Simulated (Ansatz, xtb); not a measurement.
## Relative energy of two isomers of C3H5FGeN2

We compare a, `Fc1cnc[n]1[GeH3]`, a singlet, with b, `Fc1c[n]([GeH3])cn1`, a singlet. Both are isolated molecules in the gas phase, relaxed with PBE-D3(BJ)/def2-SVP.

Quicker runs give these differences E(b) − E(a): GFN2-xTB +10.6 kJ/mol; HF/STO-3G −4.4 kJ/mol (at GFN2-xTB geometries); r2SCAN-D4/def2-SVP −19.0 kJ/mol (at GFN2-xTB geometries).

Which of the two would you expect CCSD(T)/def2-SVP + ΔMP2/def2-TZVPP electronic energies to favour?

Structure b; the calculation gives E(b) − E(a) = −13.9 kJ/mol.

The same difference at several levels:

| level | geometry | E(b) − E(a) (kJ/mol) | departure from the last row (kJ/mol) | job, with rough time for the two |
| --- | --- | --- | --- | --- |
| GFN2-xTB | GFN2-xTB | +10.6 | +24.5 | optimisation, 0.3 s |
| HF/STO-3G | GFN2-xTB | −4.4 | +9.5 | single point, 0.8 s |
| r2SCAN-D4/def2-SVP | GFN2-xTB | −19.0 | −5.1 | single point, 4.5 s |
| PBE-D3(BJ)/def2-SVP | PBE-D3(BJ)/def2-SVP | −13.6 | +0.2 | optimisation, 35 s |
| HF/def2-SVP | PBE-D3(BJ)/def2-SVP | −11.8 | +2.1 | part of the CCSD(T) run |
| MP2/def2-SVP | PBE-D3(BJ)/def2-SVP | −12.7 | +1.2 | part of the CCSD(T) run |
| CCSD(T)/def2-SVP | PBE-D3(BJ)/def2-SVP | −11.6 | +2.3 | single point |
| CCSD(T)/def2-SVP + ΔMP2/def2-TZVPP | PBE-D3(BJ)/def2-SVP | −13.9 |  | single point, 68 s |

As drawn, both hold the same kinds of bond in the same numbers.

GFN2-xTB puts the two in the other order. The largest departure from CCSD(T)/def2-SVP + ΔMP2/def2-TZVPP is that of GFN2-xTB, 24.5 kJ/mol. The last row adds to CCSD(T) the change of the MP2 difference between the two basis sets, here −2.3 kJ/mol.

With thermal terms from frequencies at re-optimised GFN2-xTB minima (ideal gas, soft modes damped towards free rotors, one conformer each, 298.15 K, 1 atm): the zero-point term adds −0.9 kJ/mol; ΔH is −14.6 and ΔG −15.8 kJ/mol.

The correlated steps freeze 15 core orbitals; the filled d shell of Ge is correlated, in a basis made for valence electrons. Codes used: Ansatz 0.2.0, xtb 6.7.1; the last row on 2 threads of Intel(R) Xeon(R) 6975P-C (Granite Rapids) on a shared host.
